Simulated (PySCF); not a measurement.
# Nb (niobium, neutral): UHF calculation

Configuration: [Kr] 4d3 5s2, high-spin 4F determinant (an excited configuration). Calculation: PySCF 2.14, in aug-cc-pwCVDZ-PP with ECP28MDF; scalar relativity through the core potential.

```json
{
  "Total energy": "-56.121920 hartree",
  "One-electron energy": "-94.9746 hartree",
  "Hartree (Coulomb) energy": "45.0609 hartree",
  "Exchange energy": "-6.2082 hartree",
  "⟨S²⟩": "3.7760",
  "⟨L²⟩": "12.053",
  "Sum of ⟨r⟩": "23.82 bohr",
  "Sum of ⟨r²⟩": "62.51 bohr²"
}
```

```
shell  electrons  mean orbital energy (eV)  rms radius, mean of both spins (bohr)
 4s α          1                   -77.176                                   1.24
 4s β          1                   -73.440                                   1.24
 4p α          3                   -48.379                                   1.40
 4p β          3                   -43.339                                   1.40
 4d α          3                   -10.628                                   2.12
 5s α          1                    -6.791                                   4.13
 5s β          1                    -5.476                                   4.13
```

Energies and moments cover only the electrons outside the core potential.
